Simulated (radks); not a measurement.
Question: The scandium ion Sc5+, configuration [Ne] 3s2 3p4. All-electron calculation, scalar-relativistic Kohn-Sham, BLYP, spin-unpolarised, spherical densities, finite nucleus; Fermi nuclear charge, rms radius 3.5459 fm. Program: a radial shooting solver on a logarithmic mesh with Libxc functionals. Some entries of the table are withheld. Estimate them.

| orbital | occ. | eigenvalue (eV) | r(max) (bohr) |
|---|---|---|---|
| 1s | 2 | (1) | 0.04780 |
| 2s | 2 | -555.4407 | 0.2833 |
| 2p | 6 | -469.9062 | (2) |
| 3s | 2 | (3) | 0.8977 |
| 3p | 4 | -103.0765 | 0.9200 |

Answer: 
(1) 1s eigenvalue (eV): -4482.587
(2) 2p r(max) (bohr): 0.2318
(3) 3s eigenvalue (eV): -125.6699
